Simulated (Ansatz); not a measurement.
Consider the substitution at a C–O bond: `OC[SiH](S)Cl` + HCl → `S[SiH](Cl)CCl` + H₂O.

Isolated molecules relaxed with PBE0-D4/def2-TZVP in Ansatz; ΔE leaves out vibrations. CCSD(T)/CBS is the MP2 limit (def2-TZVPP, def2-QZVPP) plus CCSD(T) − MP2 in def2-TZVPP, frozen cores. This one scheme is used for every species. DFT in def2-TZVPP. B3LYP here is the variant with VWN-RPA as its local correlation; programs differ in this. Each species was taken in one conformer, which may not be the lowest.

| level | ΔE (kJ/mol) |
| --- | --- |
| ωB97M-V | -33.8 |
| PBE | -32.4 |
| B3LYP | -29.4 |
| HF/def2-TZVPP | -28.1 |
| CCSD(T)/def2-TZVPP | -34.2 |
| SCS-MP2/def2-QZVPP | -41.5 |
| HF/CBS(def2) | -28.6 |
| CCSD/CBS(def2) | -39.4 |

Question: What does CCSD(T)/CBS give? (An estimate is asked.)

Answer: The calculation gave: -41.2 kJ/mol. The listed levels differ from it by 7.4, 8.8, 11.8, 13.1, 7.0, -0.3, 12.6, 1.8 kJ/mol.

Largest T1 diagnostic among the species: 0.010.

In def2-TZVPP, CCSD(T) changes the Hartree–Fock value by −6.2 kJ/mol (the triples alone add −1.8 kJ/mol) and MP2 by −13.5 kJ/mol. The D4 term adds −3.6 kJ/mol with B3LYP and −1.8 kJ/mol with PBE0; it sums over pairs of atoms, weighted by their polarisabilities, and B3LYP, whose exchange is more repulsive, gets the larger term.
